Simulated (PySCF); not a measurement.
A GIAO shielding run with PySCF 2.14.0 with density-fitted response routines (density fitting, non-relativistic, gas phase) on `[C@@H]1(C#N)C[Si@@H](CC#C)SC1`, C$_{7}$H$_{9}$NSSi:

```
$ OMP_NUM_THREADS=1 python probes_run.py task.json out

{"job": {"kind": "nmr", "xc": "PBE0", "basis": "pcSseg-1"}, "charge": 0, "multiplicity": 1}
C      2.614431     1.265792    -0.620816
C      2.455007     0.190412    -0.118841
C      2.192121    -1.097838     0.480676
Si     0.316055    -1.359777     0.733697
C     -0.698187    -0.702260    -0.741946
C     -1.152777     0.709737    -0.354456
C     -2.159356     1.183963    -1.273094
N     -2.963227     1.529361    -2.009009
C     -1.708699     0.697103     1.067912
S     -0.459430     0.003713     2.207392
H      2.799263     2.203154    -1.054157
H      2.709650    -1.157459     1.439274
H      2.592600    -1.883990    -0.160970
H     -0.008993    -2.741023     1.083793
H     -1.572998    -1.330062    -0.919457
H     -0.126910    -0.670079    -1.668229
H     -0.293702     1.390933    -0.395475
H     -1.940464     1.699776     1.423762
H     -2.604188     0.077796     1.132270
```

Hardware: 1 thread of an Intel Xeon, shared host. The job also computes population analyses, field gradients, ring-centre shieldings.

Q: How large is the calculation?

A: 88 electrons, 229 basis functions and 1225 auxiliary functions.

Q: How long does it take, and how much memory does it need?

A: 2.9 min of wall time, with 14 SCF cycles and 5 response iterations; peak memory 0.96 GiB. Times on a shared host scatter by some tens of per cent.
